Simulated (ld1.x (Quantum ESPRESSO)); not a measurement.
Reading a pseudo-wave (lead)

Columns: radius, all-electron u(r) and pseudo u(r) of the 6s shell (level -12.68 eV) of lead in the configuration [Xe] 4f14 5d10 6s1.5 6p2.5; PW91, scalar-relativistic, RRKJ scheme, ld1.x (Quantum ESPRESSO) 7.5.

```csv
r (bohr),all-electron,pseudo
0.098,0.1148,-0.0128
0.195,-0.0045,-0.0263
0.292,-0.2477,-0.0412
0.390,-0.1219,-0.0588
0.488,0.1352,-0.0797
0.585,0.3209,-0.1047
0.682,0.3823,-0.1353
0.780,0.3349,-0.1730
0.878,0.2159,-0.2183
0.975,0.0633,-0.2711
1.072,-0.0976,-0.3317
1.170,-0.2517,-0.3993
1.268,-0.3877,-0.4707
1.365,-0.5004,-0.5413
1.463,-0.5915,-0.6080
1.560,-0.6599,-0.6651
1.658,-0.7094,-0.7104
1.755,-0.7413,-0.7414
1.852,-0.7590,-0.7590
1.950,-0.7647,-0.7647
2.047,-0.7606,-0.7606
2.145,-0.7485,-0.7485
2.242,-0.7306,-0.7306
2.340,-0.7077,-0.7077
2.438,-0.6813,-0.6813
2.535,-0.6528,-0.6528
```

(1) How many radial nodes do the two functions have?

(2) At about which radius was the pseudo-wave matched?

(3) Where does each function peak?

(4) Is the pseudo-wave norm-conserving?

## Answers

(1) The all-electron 6s function has n − l − 1 = 5 (the table is too coarse to show those close to the nucleus); the pseudo-wave has 0, since the states of the same l below it are removed with the core.

(2) 1.90 bohr. The columns agree to 0.0005 from 1.75 bohr on; several derivatives are matched, so the curves merge somewhat inside the radius.

(3) Outermost all-electron maximum near 1.95 bohr, pseudo maximum near 1.95 bohr (to the table’s step).

(4) Yes: the RRKJ scheme keeps the norm inside the radius equal to the all-electron one, which fixes the energy derivative of the logarithmic derivative at the level.
